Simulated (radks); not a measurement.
Neutral silicon inside a hard spherical wall (all orbitals vanish at R), configuration held at [Ne] 3s2 3p2 and not refilled when levels cross. All-electron calculation, scalar-relativistic Kohn-Sham, LDA (Slater exchange, VWN5 correlation), spin-polarised, spherical densities, finite nucleus; open shells are filled with parallel spins first; Fermi nuclear charge, rms radius 3.1224 fm. Program: a radial shooting solver on a logarithmic mesh with Libxc functionals. Eigenvalues in eV for spin up, with the zero of energy where the potential of the charges vanishes at infinity; a dash marks a level that is unbound or too diffuse for the functional's potential to be trusted. A positive occupied level is held by the wall or, in an anion where self-interaction has pushed it up, behind a barrier. The pressure on the wall is -dE/dV.

R (bohr),E (hartree),kinetic (hartree),e(2s),e(2p),e(3s),e(3p),"e(4s, empty)","e(4p, empty)",pressure (GPa)
free,-288.85060,289.281,-138.61,-95.494,-11.386,-4.622,-0.407,-,0
20,-288.85060,289.281,-138.61,-95.494,-11.386,-4.622,-0.394,0.371,< 0.0001
12,-288.85057,289.281,-138.60,-95.491,-11.383,-4.620,-0.122,1.202,0.000435
8,-288.84815,289.301,-138.41,-95.299,-11.252,-4.477,1.567,4.112,0.105
3.5,-288.18115,291.888,-127.56,-84.387,-2.683,6.207,43.959,51.805,180
3,-287.47152,294.042,-121.59,-78.364,4.105,14.236,71.161,79.505,535
2,-281.73708,308.546,-96.783,-52.968,52.175,65.726,227.68,229.22,7730
